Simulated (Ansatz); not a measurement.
Ideal-gas functions of CH4INSi (`N=C([SiH3])I`) at 298.15 K and 1 bar, from an Ansatz frequency run at PBE0-D4/def2-TZVP.

Molar mass 185.04 g/mol, point group Cs (symmetry number 1), electronic degeneracy 1, moments of inertia 85.208, 329.956, 409.177 u Å². Harmonic wavenumbers (cm⁻¹, unscaled): 131, 141, 308, 336, 381, 627, 655, 752, 855, 905, 931, 932, 1167, 1706, 2218, 2256, 2265, 3436.

Use S(trans) = R[1.5 ln M + 2.5 ln T − 1.1517]; rotational temperatures θ = 24.2544 K / I; S(rot) = R[ln(√π/σ · √(T³/θAθBθC)) + 1.5]; for each mode x = 1.438777 ν̃/T, S = R[x/(eˣ − 1) − ln(1 − e⁻ˣ)] and H = RT x/(eˣ − 1); 1 cm⁻¹ = 0.0119627 kJ/mol; R = 8.31446 J/(mol·K).

Q: By hand: the entropy, in J/(mol·K).

A: Translation 174.0. Rotation: θ = 0.2846, 0.0735, 0.0593 K, giving 116.1. Vibration, mode by mode: 12.26, 11.67, 5.74, 5.15, 4.33, 1.70, 1.52, 1.05, 0.70, 0.57, 0.52, 0.51, 0.20, 0.02, 0.00, 0.00, 0.00, 0.00, in all 46.0. Electronic 0.0. Sum 336.1 J/(mol·K).

Q: By hand: H − E and G − E in kJ/mol, counted from the electronic energy.

A: Zero-point energy ½ × 20002 × 0.0119627 = 119.6; thermal vibration 8.0; translation, rotation and pV give 4 RT = 9.9. H − E = 137.5 kJ/mol, and G − E = 137.5 − 298.15 × 336.1/1000 = 37.3 kJ/mol.

Vibration gives 14 % of the entropy, 23.9 J/(mol·K) of it from the modes under 150 cm⁻¹: soft modes count most, and the harmonic formula is weakest for them. The sum counts one conformer and one mirror image; others add a mixing term.
